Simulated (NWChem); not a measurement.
Species: C2H3ClO2Si; SMILES O=C1C[Si@@H](Cl)O1

```xyz
9

O      0.4208     2.7308    -0.5100
C      0.1115     1.6411    -0.1574
C     -1.2195     0.8784    -0.2608
Si    -0.2617    -0.4588     0.6262
Cl     0.2027    -2.1445    -0.4360
O      0.9413     0.7568     0.4892
H     -1.5181     0.6940    -1.3028
H     -2.0386     1.3950     0.2604
H     -0.5401    -0.8392     2.0270
```
Atoms are numbered in this order, from 1.

Computed with NWChem. Coordinates come from a PBE0/def2-SVP optimisation. Level: PBE0/def2-SVP with SMD (1 M gas to 1 M solution), gas-phase geometry. Reactions with the solvent are ignored.

For solvent toluene:

```yaml
cavity-dispersion-structure term (kcal/mol): -2.6
dipole in solution (D): 4.12
```

Q: What are these values for solvent water?

A: The cavity-dispersion-structure term (kcal/mol) is 3.7 and the dipole in solution (D) comes out as 4.92.
